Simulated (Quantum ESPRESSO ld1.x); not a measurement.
Values are calculated unless marked as measured or tabulated.
Input (ld1.x (Quantum ESPRESSO 7.5)):

```
 &input
    atom='Te',
    iswitch=1,
    rel=0,
    lsd=1,
    dft='SLA-VWN',
    config='[He] 2s2 2p1',
    prefix='ld1',
    max_out_wfc=37,
    file_charge='ld1.rho',
 /
```

Output (excerpt):

```
     Program LD1 v.7.5 starts

     --------------------------- All-electron run ----------------------------

     atomic number is 52.00
     dft =SLA-VWN   lsd =1 sic =0 latt =0  beta=0.20 tr2=1.0E-14
     Exchange-correlation= SLA-VWN
                           (   1   2   0   0   0   0   0)
     mesh =1945 r(mesh) =  99.55958 a.u. xmin = -7.00 dx = 0.00800
     1 Ry =  13.60569312 eV

     n l     nl                  e(Ry)          e(Ha)          e(eV)
     1 0     1S 1( 1.00)     -2548.1396     -1274.0698    -34669.2055
     2 0     2S 1( 1.00)      -599.6040      -299.8020     -8158.0277
     2 1     2P 1( 1.00)      -590.0348      -295.0174     -8027.8325
     1 0     1S 2( 1.00)     -2546.9608     -1273.4804    -34653.1670
     2 0     2S 2( 1.00)      -597.7329      -298.8665     -8132.5711
     2 1     2P 2( 0.00)      -587.6915      -293.8457     -7995.9497

     final scf error:  7.1E-17 reached in  12 iterations

     Etot =   -7186.785744 Ry,   -3593.392872 Ha,  -97781.201380 eV
     Total magnetization:    1.00 Bohr mag.

     Ekin =    7185.781868 Ry,    3592.890934 Ha,   97767.542943 eV
     Encl =  -14618.195094 Ry,   -7309.097547 Ha, -198890.676465 eV
     Eh   =     333.154733 Ry,     166.577367 Ha,    4532.801066 eV
     Exc  =     -87.527251 Ry,     -43.763626 Ha,   -1190.868924 eV

     normalization and overlap integrals

     s(1S/1S) =  1.000000  <r> =   0.0292  <r2> =    0.0011  r(max) =   0.0194
     s(2S/2S) =  1.000000  <r> =   0.1195  <r2> =    0.0167  r(max) =   0.1040
     s(2P/2P) =  1.000000  <r> =   0.1007  <r2> =    0.0122  r(max) =   0.0799
     s(1S/1S) =  1.000000  <r> =   0.0291  <r2> =    0.0011  r(max) =   0.0194
     s(2S/2S) =  1.000000  <r> =   0.1197  <r2> =    0.0167  r(max) =   0.1040
     s(2P/2P) =  1.000000  <r> =   0.1009  <r2> =    0.0122  r(max) =   0.0805

     ------------------------ End of All-electron run ------------------------
```

Run on one thread of a shared host, so times are rough (Intel(R) Xeon(R) Processor @ 2.60GHz): 0.56 s of CPU time, 0.59 s wall, 12 iterations on 1945 mesh points.
